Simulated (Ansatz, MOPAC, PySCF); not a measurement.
Pair of molecules: HF (SMILES F) (first 2 atoms) with H2 (SMILES [H][H]); geometry from B3LYP-D3(BJ)/def2-TZVP, rigid monomers moved along the line of their centres of mass till H2···H4 is 1.78 Å.
(charge 0, multiplicity 1):
```xyz
4

F     -0.08210     0.19386    -0.50397
H     -0.06940     0.09894     0.41765
H     -0.09382    -0.44002     2.11304
H      0.00520     0.29632     2.18357
```

Interaction energies are E(AB) − E(A) − E(B) at the monomers' geometry in the complex; basis-set methods are counterpoise corrected. Rows marked so take none.

Frozen-core correlation. CBS: X⁻³ extrapolation of the correlation energy, Hartree–Fock from the larger set. Rows in 6-31G*, STO-3G carry no dispersion term and start afresh at each structure (6-31G* with six Cartesian d functions). MP2/6-31G* freezes PySCF's default core. The state that PM3, PM6, PM7 reach isn't checked; PM7 holds dispersion and hydrogen-bond terms.

Run with Ansatz (a quantum-chemistry and plane-wave program); MOPAC for PM3, PM6, PM7 (differences of heats of formation); PySCF for 6-31G* rows, STO-3G rows, the dispersion terms. Values without a source in brackets are computed.

Other levels give for the interaction energy: PBE/def2-TZVPPD -1.33; B3LYP/def2-TZVPPD -0.72; B3LYP-D3(BJ)/def2-TZVPPD -1.06; wB97M-V/def2-TZVPPD -0.79; CCSD(T)/CBS(aug-cc-pVTZ, aug-cc-pVQZ) -0.78 kcal/mol.

Common cheap choices:

| level | interaction energy (kcal/mol) | less -0.78 (CCSD(T)/CBS(aug-cc-pVTZ, aug-cc-pVQZ)) |
|---|---|---|
| PM3 | -3.22 | -2.44 |
| PM6 | -1.38 | -0.61 |
| PM7 | -0.65 | 0.13 |
| HF/STO-3G (no counterpoise) | 4.49 | 5.27 |
| HF/6-31G* (no counterpoise) | 1.82 | 2.60 |
| BP86/6-31G* (no counterpoise) | 0.84 | 1.62 |
| MP2/6-31G* | 2.02 | 2.80 |
| MP2/6-31G* (no counterpoise) | 1.38 | 2.16 |
